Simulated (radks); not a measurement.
Numerical settings for the magnesium ion Mg+, [Ne] 3s1. Method: scalar-relativistic Kohn-Sham, PBEsol, spin-unpolarised, spherical densities, point nucleus; computed with a radial shooting solver on a logarithmic mesh with Libxc functionals. The defaults (mesh step 0.008 in ln r, mesh end at 40 bohr or more with all orbitals vanishing there, Anderson mixing 0.5 over 9 steps, residual threshold near 1e-9 with the energy settled to 1e-9 hartree or 1e-11 of itself, here a cap of 60 iterations) give E = -199.5493 hartree and 3s at -11.310 eV in 14 iterations. Times are rough (one thread of a shared host). Changes against that run (0 stands for a change within the tolerance of the run):

| setting | iterations | converged | E (mhartree) | e(3s) (meV) | CPU (s) |
|---|---|---|---|---|---|
| mesh step in ln r 0.05 | 14 | yes | +0.000472 | 0 | 0.01 |
| mesh step in ln r 0.02 | 14 | yes | 0 | 0 | 0.02 |
| mesh step in ln r 0.2 | 60 | no | -8.91e+05 | - | 0.07 |
| mesh end (bohr) 5 | 14 | yes | +34.5 | +1.39e+03 | 0.05 |
| mesh end (bohr) 8 | 15 | yes | +0.558 | +36.4 | 0.05 |
| residual threshold 1e-05 | 10 | yes | 0 | +0.00358 | 0.04 |
| residual threshold 0.1 | 9 | yes | 0 | +0.0789 | 0.04 |
| mixing 0.01 | 22 | yes | 0 | 0 | 0.09 |
| linear mixing, mixing 0.8 | 27 | yes | 0 | 0 | 0.09 |
| linear mixing, mixing 0.05 | 60 | no | +0.233 | -304 | 0.23 |
| mixing history 20 | 20 | yes | 0 | 0 | 0.08 |
| iteration cap 3 | 3 | no | +4.6 | -859 | 0.02 |

Settings that end as converged yet miss the energy by more than 1 mhartree: mesh end (bohr) 5 (+0.0345 hartree). A mesh that ends early acts as a hard wall.
